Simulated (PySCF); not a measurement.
Level of theory: PBE0-D4/def2-TZVP (PySCF). Isolated molecules, 0 K electronic values unless said otherwise. One relaxed conformer stands for a flexible species; it need not be the lowest. Excitations are Tamm–Dancoff values on a coarser integration grid. The basis has no diffuse functions, so Rydberg states are missing or too high.

Reference species (SMILES): `[Cl][In]([Cl])[Cl]` (neutral, multiplicity 1).

| Quantity | Result |
|---|---|
| S1 excitation (TDA) | 5.17 eV |
| S1–T1 gap (TDA) | 0.35 eV |

Changed species: `[SH][In]([SH])[SH]` (3 of 3 Cl replaced by SH; the reference has 0 of 3 Cl replaced by SH).

**Question.** What does the change do to the S1 excitation (TDA) and S1–T1 gap (TDA)?

**Answer.** the S1 excitation (TDA) drops by 0.60 eV, to 4.57 eV; the S1–T1 gap (TDA) hardly moves.
